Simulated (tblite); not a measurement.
C₃H₉ClSSi₂.
Atom-mapped SMILES: `[Cl:1][SiH2:2][SiH2:3][S:4][CH:5]1[CH2:6][CH2:7]1` (hydrogens: H8, H9 on Si2; H10, H11 on Si3; H12 on C5; H13, H14 on C6; H15, H16 on C7)

Cartesian coordinates in Å at the GFN2-xTB level; atoms count from 1:
```xyz
16
C3H9ClSSi2 angstrom
Cl     4.6497    0.5594   -1.4151
Si     3.4476    0.2642    0.1876
Si     1.2812    0.4545   -0.5754
S      0.0126    0.1538    1.1310
C     -1.5849    0.3388    0.3249
C     -2.1545   -0.8052   -0.4521
C     -2.7487   -0.4243    0.8690
H      3.7963   -1.0524    0.7241
H      3.8410    1.2574    1.1878
H      0.8563   -0.5317   -1.5747
H      0.8975    1.7586   -1.1297
H     -1.7403    1.3474   -0.0323
H     -2.7032   -0.5822   -1.3550
H     -1.5789   -1.7170   -0.5006
H     -2.5673   -1.0751    1.7103
H     -3.7121    0.0626    0.8889
```

Calculated harmonic vibrations of the isolated species, GFN2-xTB (tblite), most abundant isotopes, no scaling. This tight-binding method is rough: wavenumbers can miss measured ones by several per cent, in bad cases by 10 to 20. Modes of hydrogen on silicon can be 10 to 20 % off. One conformer, not necessarily the lowest.

Harmonic wavenumbers (cm⁻¹): 27.2, 32.4, 53.4, 62.4, 124.4, 134.5, 294.3, 313.0, 346.9, 440.6, 442.0, 510.3, 543.0, 566.2, 574.7, 639.8, 651.5, 717.7, 790.9, 797.1, 824.3, 839.7, 977.2, 984.2, 1043.7, 1066.6, 1075.1, 1084.2, 1148.3, 1218.3, 1321.5, 1427.7, 1471.8, 2194.7, 2226.1, 2229.1, 2251.0, 3041.9, 3083.1, 3086.5, 3097.1, 3112.8.

A = 4501, B = 424.0, C = 401.0 MHz; mass 167.965 u (most abundant isotopes); point group C1, symmetry number 1.

Task: What is the zero-point energy?

Result: ½Σν̃ = 23434 cm⁻¹ = 67.00 kcal/mol.

Task: What is S at 350 K and 1 bar for an ideal gas of classical rigid rotors and harmonic oscillators?

Result: Translation 42.09, rotation 30.90, vibration 42.46: S = 115.4 cal/(mol K).

Task: And Cp and H(350 K) − H(0)?

Result: Cp = 44.51 cal/(mol K), of which vibrations give 36.56 (their classical limit is 42 R = 83.5); H(350 K) − H(0) = 9.70 kcal/mol without the zero-point energy, 6.92 from vibrations.

Task: Blend soft modes into free rotors: weight 1/[1 + (100 cm⁻¹/ν̃)⁴] for the oscillator and the rest for a rotor with moment μB/(μ + B), μ = h/(8π²ν), B = 10⁻⁴⁴ kg m². What vibrational entropy results?

Result: 36.02 cal/(mol K) in place of 42.46, which changes −T·S at 350 K by +2.25 kcal/mol.

Task: What must be added to the electronic energy to get the Gibbs energy at 350 K and 1 bar?

Result: ZPE + [H(350 K) − H(0)] − T·S = 67.00 + 9.70 − 40.40 = 36.30 kcal/mol.

Task: Which modes carry the vibrational entropy at 350 K?

Result: 27.2 cm⁻¹: 6.34; 32.4 cm⁻¹: 5.99; 53.4 cm⁻¹: 5.00; 62.4 cm⁻¹: 4.70; 124.4 cm⁻¹: 3.34; 134.5 cm⁻¹: 3.19 cal/(mol K); the other 36 give 13.89 together.

Task: How do the functions run with temperature in this model?

Result: 
| T (K) | S (cal/(mol K)) | Cp (cal/(mol K)) | H − H(0) (kcal/mol) | G − H(0) (kcal/mol) | ln q(vib) |
| --- | --- | --- | --- | --- | --- |
| 50 | 65.1 | 16.3 | 0.62 | -2.64 | 1.58 |
| 100 | 77.7 | 20.5 | 1.54 | -6.23 | 3.64 |
| 298.15 | 108.7 | 40.0 | 7.51 | -24.89 | 9.93 |
| 373.15 | 118.4 | 46.4 | 10.75 | -33.41 | 12.07 |
| 500 | 133.2 | 54.9 | 17.20 | -49.38 | 15.55 |
| 750 | 157.7 | 66.0 | 32.43 | -85.86 | 21.83 |
| 1000 | 177.8 | 73.1 | 49.88 | -127.87 | 27.42 |

q(vib) and H(0) count from the zero-point level.

Hindered rotation and anharmonicity are outside this model. Other conformers, if any are populated, would add a mixing term that is left out. The structure is chiral; the term R ln 2 for an equal mix with its mirror image is left out.
